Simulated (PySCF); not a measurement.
# From computed data to an observable: dipole moment from atomic charges

C₃H₂O, SMILES C=C=C=O. Atoms are numbered in the order given.

```xyz
6

C     -0.1019     1.8405     0.0000
C      0.2804     0.5657     0.0000
C     -0.0054    -0.7045     0.0000
O     -0.0639    -1.8770     0.0000
H      0.6321     2.6587     0.0000
H     -1.1597     2.1466     0.0000
```

Geometry: r2SCAN-D4/def2-SVP.

Charges (e) from PBE/def2-TZVPD (PySCF):

```csv
atom,IAO,ESP fit
C1,-0.205,-0.025
C2,-0.233,-0.398
C3,0.368,0.494
O4,-0.262,-0.299
H5,0.171,0.122
H6,0.161,0.106
```

The dipole moment of the full density is 2.41 D.

Question: What dipole moment does each set of point charges give, and which comes closer to that of the density?

Answer: 
μ = Σ q r, and 1 e Å = 4.8032 D.
IAO: Σ q r = (-0.108, 0.524, 0.000) e Å, |μ| = 2.57 D.
ESP fit: Σ q r = (-0.138, 0.494, 0.000) e Å, |μ| = 2.46 D.
ESP fit comes closer in size. Point charges leave out the atoms' own dipoles (lone pairs, polarised bonds); fits to the potential absorb them, partitions of the density don't.
